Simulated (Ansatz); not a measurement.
# Nudged elastic band run: CH2SeSi

The input (input.yaml):

```yaml
crystal:
  periodic: [false, false, false]
  atoms:
    - { symbol: C, position_ang: [-0.333072, -0.58343, 0.050672] }
    - { symbol: Si, position_ang: [0.252911, 0.815583, -1.016748] }
    - { symbol: Se, position_ang: [1.376553, -0.926414, 0.538165] }
    - { symbol: H, position_ang: [-1.198501, -1.188107, 0.379411] }
    - { symbol: H, position_ang: [-0.097891, 1.882378, 0.048499] }
magnetization:
  spin_polarized: true
basis:
  gaussian: { orbitals: def2-SVP }
hamiltonian:
  xc: pbe
  dispersion: d4
neb:
  order_check: false
  images: 7
  f_tol: 0.03
  max_iterations: 30
  final_atoms:
    - { symbol: C, position_ang: [0.40393709, -0.52235536, 1.47167543] }
    - { symbol: Si, position_ang: [-0.35646814, 0.23341567, -0.13931486] }
    - { symbol: Se, position_ang: [1.58820812, -0.93045027, 0.05533344] }
    - { symbol: H, position_ang: [-1.43920919, -0.46295977, -0.90444406] }
    - { symbol: H, position_ang: [-0.19646788, 1.68235974, -0.48325095] }
  initial_path:
    images:
      - { positions_ang: [[-0.333072, -0.58343, 0.050672], [0.252911, 0.815583, -1.016748], [1.376553, -0.926414, 0.538165], [-1.198501, -1.188107, 0.379411], [-0.097891, 1.882378, 0.048499]] }
      - { positions_ang: [[-0.32109835, -0.72039755, 0.22475975], [0.18493425, 0.73285795, -0.76042261], [1.48812712, -0.8760463, 0.43676386], [-1.24736465, -1.0083728, 0.18730343], [-0.10459837, 1.8719687, -0.08840542]] }
      - { positions_ang: [[-0.3091247, -0.8573651, 0.3988475], [0.11695749, 0.6501329, -0.50409723], [1.59970123, -0.8256786, 0.33536271], [-1.2962283, -0.8286386, -0.00480415], [-0.11130573, 1.8615594, -0.22530984]] }
      - { positions_ang: [[-0.29715105, -0.99433264, 0.57293525], [0.04898074, 0.56740784, -0.24777184], [1.71127535, -0.7753109, 0.23396157], [-1.34509194, -0.6489044, -0.19691172], [-0.1180131, 1.8511501, -0.36221426]] }
      - { positions_ang: [[-0.28517739, -1.13130019, 0.747023], [-0.01899602, 0.48468279, 0.00855354], [1.82284947, -0.7249432, 0.13256043], [-1.39395559, -0.4691702, -0.38901929], [-0.12472046, 1.8407408, -0.49911867]] }
      - { positions_ang: [[-0.11289877, -0.97906399, 0.92818611], [-0.10336405, 0.42186601, -0.02841356], [1.76418913, -0.77631996, 0.11325368], [-1.40526899, -0.4676176, -0.51787549], [-0.14265731, 1.80114554, -0.49515174]] }
      - { positions_ang: [[0.05937985, -0.82682778, 1.10934922], [-0.18773208, 0.35904923, -0.06538066], [1.70552879, -0.82769673, 0.09394693], [-1.41658239, -0.46606499, -0.64673168], [-0.16059417, 1.76155027, -0.49118481]] }
      - { positions_ang: [[0.23165847, -0.67459157, 1.29051232], [-0.27210011, 0.29623245, -0.10234776], [1.64686845, -0.8790735, 0.07464018], [-1.42789579, -0.46451238, -0.77558787], [-0.17853102, 1.72195501, -0.48721788]] }
      - { positions_ang: [[0.40393709, -0.52235536, 1.47167543], [-0.35646814, 0.23341567, -0.13931486], [1.58820812, -0.93045027, 0.05533344], [-1.43920919, -0.46295977, -0.90444406], [-0.19646788, 1.68235974, -0.48325095]] }
```

Command:

```bash
$ ansatz run input.yaml --threads 2 --pin off --max-ram 3072MiB --backend cpu --events-out ev --progress --plain --runs-dir out
```

Output, in part (warnings, iteration lines, the closing report on the highest movable image, with atoms numbered from 0):

```
NEB end point (image 0): max|allowed force component| = 1.520e-3 eV/Å (the criterion of neb.relax_end_points is 1.000e-2)
NEB end point (image 8): max|allowed force component| = 1.150e-2 eV/Å (the criterion of neb.relax_end_points is 1.000e-2)
NEB iter   1: max|band force component| = 6.655e0 eV/Å  barrier→ = 3.7494 eV  barrier← = 2.6217 eV  Δτ_max = 0.2000 Å  (1026 SCF iters)
NEB iter   2: max|band force component| = 2.684e0 eV/Å  barrier→ = 2.8557 eV  barrier← = 1.7280 eV  Δτ_max = 0.2000 Å  (340 SCF iters)
NEB iter   3: max|band force component| = 1.982e0 eV/Å  barrier→ = 2.7817 eV  barrier← = 1.6539 eV  Δτ_max = 0.2000 Å  (535 SCF iters)
NEB iter   4: max|band force component| = 3.371e0 eV/Å  barrier→ = 2.9761 eV  barrier← = 1.8484 eV  Δτ_max = 0.0993 Å  (356 SCF iters)
NEB iter   5: max|band force component| = 9.455e-1 eV/Å  barrier→ = 2.7962 eV  barrier← = 1.6685 eV  Δτ_max = 0.1975 Å  (285 SCF iters)
NEB iter   6: max|band force component| = 5.595e-1 eV/Å  barrier→ = 2.6111 eV  barrier← = 1.4833 eV  Δτ_max = 0.1143 Å  (303 SCF iters)
NEB iter   7: max|band force component| = 1.096e0 eV/Å  barrier→ = 2.6422 eV  barrier← = 1.5144 eV  CI = image 6  Δτ_max = 0.1729 Å  (286 SCF iters)
NEB iter   8: max|band force component| = 2.082e0 eV/Å  barrier→ = 2.8390 eV  barrier← = 1.7113 eV  CI = image 6  Δτ_max = 0.0853 Å  (288 SCF iters)
NEB iter   9: max|band force component| = 3.808e-1 eV/Å  barrier→ = 2.8287 eV  barrier← = 1.7010 eV  CI = image 6  Δτ_max = 0.0481 Å  (278 SCF iters)
NEB iter  10: max|band force component| = 1.439e-1 eV/Å  barrier→ = 2.8231 eV  barrier← = 1.6954 eV  CI = image 6  Δτ_max = 0.0372 Å  (278 SCF iters)
NEB iter  11: max|band force component| = 6.909e-2 eV/Å  barrier→ = 2.8223 eV  barrier← = 1.6945 eV  CI = image 6  Δτ_max = 0.0090 Å  (275 SCF iters)
NEB iter  12: max|band force component| = 2.438e-2 eV/Å  barrier→ = 2.8223 eV  barrier← = 1.6945 eV  CI = image 6  Δτ_max = 0.0000 Å  (762 SCF iters)
Total energy: -74265.42484608 eV, -2729.2040241804 hartree
Atom 0 at    -0.231439    -0.897767     1.026441 Å, force     0.001268     0.021255    -0.014873 eV/Å
Atom 1 at    -0.010875     0.520795    -0.081161 Å, force    -0.009359    -0.024500     0.017737 eV/Å
Atom 2 at     1.677546    -0.922874    -0.008113 Å, force     0.004389    -0.001012    -0.001798 eV/Å
Atom 3 at    -1.136560    -0.609917    -0.375693 Å, force     0.002734     0.002699     0.000115 eV/Å
Atom 4 at    -0.298673     1.909772    -0.561475 Å, force     0.000968     0.001558    -0.001181 eV/Å
Dipole moment:    -0.102555     0.611315    -0.313095 e Å
```

The run converged. A vibrational analysis at the climbing image gives one clearly imaginary mode, 1054i cm⁻¹: a first-order saddle point. The orbitals were unrestricted but ended closed-shell.

Final band (atoms are numbered from 1 in the order of the input):

```
image  path coordinate (Å)  energy (eV)  C1–H4 (Å)  Si2–H4 (Å)
    0                 0.00         0.00       1.11        2.84
    1                 0.48         0.23       1.11        2.79
    2                 0.96         0.80       1.10        2.72
    3                 1.44         1.05       1.10        2.64
    4                 1.92         1.34       1.11        2.31
    5                 2.40         1.86       1.21        1.92
    6                 2.88         2.82       1.69        1.62
    7                 3.48         1.68       2.39        1.48
    8                 4.08         1.13       3.01        1.50
```

Time of the run: 9.9 min on 2 threads of AMD EPYC (Zen 3) (shared host), peak memory 0.17 GiB.
